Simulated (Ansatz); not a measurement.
One change: `[NH]=[Mo](=[NH])([NH2])[F]` becomes `[NH]=[Mo](=[NH])([NH2])[OH]`.

Ansatz, PBE0-D4/def2-TZVP geometries, multiplicity 1. Each molecule was computed in one conformer, which needn't be the lowest.

Elements past krypton have def2 core potentials.

| property | `[NH]=[Mo](=[NH])([NH2])[F]` |
| --- | --- |
| HOMO energy (PBE0/def2-TZVPP) / eV | -7.70 |
| HOMO–LUMO gap (B3LYP/def2-TZVPP) / eV | 5.95 |
| zero-point energy (PBE0-D4/def2-TZVP) / kJ/mol | 146.7 |
| ideal-gas entropy at 298 K and 1 bar (rigid rotor, harmonic PBE0-D4/def2-TZVP) / J/(mol·K) | 343 |
| size of the dipole moment (ωB97M-V/def2-TZVPP) / D | 3.30 |
| LUMO energy (PBE/def2-TZVPP) / eV | -2.05 |

(1) What does the change do to each property? (Best estimate.)

## Answers

(1) The calculation gave: 
```
                                                                                  property  `[NH]=[Mo](=[NH])([NH2])[OH]`  shift
                                                        HOMO energy (PBE0/def2-TZVPP) / eV                          -7.28   0.42
                                                     HOMO–LUMO gap (B3LYP/def2-TZVPP) / eV                           5.85  -0.10
                                            zero-point energy (PBE0-D4/def2-TZVP) / kJ/mol                          175.2   28.5
ideal-gas entropy at 298 K and 1 bar (rigid rotor, harmonic PBE0-D4/def2-TZVP) / J/(mol·K)                            353     10
                                        size of the dipole moment (ωB97M-V/def2-TZVPP) / D                           2.05  -1.25
                                                         LUMO energy (PBE/def2-TZVPP) / eV                          -1.77   0.28
```

With PBE0 the HOMO rises by 0.42 eV and the LUMO rises by 0.33 eV, so the gap narrows by about 0.09 eV. PBE moves the HOMO by 0.43 eV and ωB97M-V by 0.43 eV. The zero-point energy changes by 28.5 kJ/mol with +3 modes. Dipoles are sizes alone; their direction can turn.

B3LYP here is the variant with VWN-RPA as its local correlation; programs differ in this.
